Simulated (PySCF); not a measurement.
Input for PySCF: R-B3LYP/6-311+G** on C2H5NO (a complex), monomers drawn apart or pushed together.

```python
from pyscf import gto, scf, dft, mp
from pyscf.data.elements import chemcore

mol = gto.M(
    atom='''
    C    -0.11277620   -0.62852428   -0.25597982
    N    -0.13684190   -0.18249042    0.81773471
    H    -0.16687266    0.19862720    1.76612103
    C    -0.10802838   -0.10785649    5.78872935
    O    -0.20833501    0.93861830    4.81701309
    H     0.24612800    0.28037347    6.74598130
    H     0.62052876   -0.81893418    5.40534008
    H    -1.06347017   -0.61902971    5.92845784
    H    -0.85786043    1.58803567    5.10506638
    ''',
    basis='6-311+g**',
    charge=0, spin=0, verbose=3, max_memory=1800)
mf = dft.RKS(mol, xc='b3lyp')
mf.conv_tol = 1e-8
mf.max_cycle = 100
mf.kernel()
if not mf.converged:
    mf = mf.newton().run(mf.mo_coeff, mf.mo_occ)
```

What total energy does the run end on?

-209.2006 hartree.
